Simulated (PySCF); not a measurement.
Te(F)(tBu), SMILES CC(C)(C)[Te]F (C4H9FTe) at its GFN2-xTB optimised geometry (Å):

```
15

Te     0.0275    -1.8981     0.0000
F      2.0286    -1.8981     0.0000
C     -0.0391     0.2997     0.0000
C      0.6751     0.8056     1.2400
C      0.6376     0.8079    -1.2601
C     -1.5116     0.6726     0.0224
H      0.6770     1.8958     1.2505
H      1.7072     0.4623     1.2499
H      0.1828     0.4545     2.1453
H      1.6682     0.4626    -1.3026
H      0.1167     0.4606    -2.1508
H      0.6415     1.8981    -1.2677
H     -2.0286     0.2844    -0.8537
H     -2.0015     0.2848     0.9140
H     -1.6156     1.7575     0.0236
```

Computed with CAM-B3LYP/def2-TZVP, def2 effective core potentials past Kr (PySCF). The core electrons that the potentials of Te replace are not part of the density. Cells within 0.4 Å of a nucleus heavier than hydrogen are left out (blank, or x).

Map of the electron localisation function on the plane z = 0.0 Å:

```
|000000000000000000000000000|
|000000000000000000000000000|
|000000000000000000000000000|
|000000000000000000000000000|
|000000156410000000000000000|
|000002799950000000000000000|
|000005999981000000000000000|
|000005999992000000000000000|
|000003899992000000000000000|
|000001589973111000000000000|
|000001353x66444200000000000|
|00000244xx695x5510000000000|
|00000256xx89xxx510000000000|
|0000024654772x3410000000000|
|000001343235787510000000000|
|000000110014787410122100000|
|000000000013222212676410000|
|000000000122465126888630000|
|0000000002338xx327xx8731000|
|0000000013338xx327xx8731000|
|000000001452465125888630000|
|000000001466433212676410000|
|000000001367766310233200000|
|000000000246665200011000000|
|000000000123432100000000000|
|000000000001110000000000000|
|000000000000000000000000000|
```
Scale: ten equal steps from 0.000 (start of '0') to 1.000 (end of '9'), in the order '0123456789'; x runs from -4.50 to 4.50, y from -4.50 (bottom) to 4.50 (top).
